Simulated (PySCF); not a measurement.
**UHF on S+ (sulfur, charge +1)**

Configuration: [Ne] 3s2 3p3, high-spin 4S determinant. All numbers are calculated (PySCF 2.14, the non-relativistic Hamiltonian (point nucleus), in pcseg-2 (5s4p2d1f, 34 functions)).

| Property | Result |
| --- | --- |
| Total energy | -397.162375 hartree |
| One-electron energy | -543.1034 hartree |
| Hartree (Coulomb) energy | 170.7391 hartree |
| Exchange energy | -24.7980 hartree |
| Kinetic energy | 397.85591 hartree |
| ⟨S²⟩ | 3.7505 |
| ⟨L²⟩ | 0.000 |
| Sum of ⟨r⟩ | 12.77 bohr |
| Sum of ⟨r²⟩ | 20.89 bohr² |
| Density at the nucleus (Gaussians lack the cusp) | 2610 bohr⁻³ |
| Spin density at the nucleus | 0.374 bohr⁻³ |
| Langevin diamagnetic susceptibility | -16.5 ×10⁻⁶ cm³/mol |
| Time after the integrals | 0.12 s of wall time on 1 thread of Neoverse-N1 (shared host) |

```csv
shell,electrons,mean orbital energy (hartree),"rms radius, mean of both spins (bohr)"
1s α,1,-92.39906,0.113
1s β,1,-92.36700,0.113
2s α,1,-9.43175,0.519
2s β,1,-9.39883,0.519
2p α,3,-7.12250,0.492
2p β,3,-7.06373,0.492
3s α,1,-1.41135,1.79
3s β,1,-1.06835,1.79
3p α,3,-0.86210,2.04
```
